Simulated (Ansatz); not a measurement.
A structure relaxed at PBE0-D4/def2-TZVP in Ansatz, charge 0, singlet:

```csv
atom,x (Å),y (Å),z (Å)
Ti1,0.2502,0.3311,1.2586
Ti2,-0.8102,-1.0222,-0.2342
Si3,0.5599,0.6911,-1.0244
```

Task: Give its formula and point group.

Result: Ti₂Si. Point group C2v (tolerance 0.1 Å).

Task: Summarise the bond lengths by kind (pairs closer than 1.2 times the sum of covalent radii, bridged metal pairs left out).

Result: 2 × Si–Ti 2.33 Å; 1 × Ti–Ti 2.28 Å.

The restricted singlet is unstable towards broken spin symmetry at other levels; at PBE0-D4/def2-TZVP this wasn't settled. Another isomer (quintet) lies 0.94 eV lower at PBE0-D4/def2-TZVP; other spin states weren't run for this one.
